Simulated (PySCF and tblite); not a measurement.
Values are calculated unless marked as measured or tabulated.
System: C₆H₇NSe, numbered as in [CH3:1]/[CH:2]=[CH:3]\[Se:4]/[CH:5]=[CH:6]\[C:7]#[N:8].

Motion: rotation about the C5–Se4 bond (torsion C6–C5–Se4–C3 from -180° to -17°, rising). GFN2-xTB gives an electronic barrier of 5.8 kcal/mol and a reaction energy of 0.8 kcal/mol.

Spin–orbit effects of heavy atoms on shieldings are missing.

Problem. What does CAM-B3LYP/pcSseg-1 + D3(BJ) give on GFN2-xTB geometries?

Solution. A barrier of 4.6 kcal/mol, 1.2 below the tight-binding barrier (from unrounded values), a reaction energy of 1.0 kcal/mol and, with GFN2-xTB thermal terms, ΔG‡(298 K) = 4.8 kcal/mol and k = 3.8×10⁹ s⁻¹ (2 equivalent paths).

Programs: tblite and PySCF.
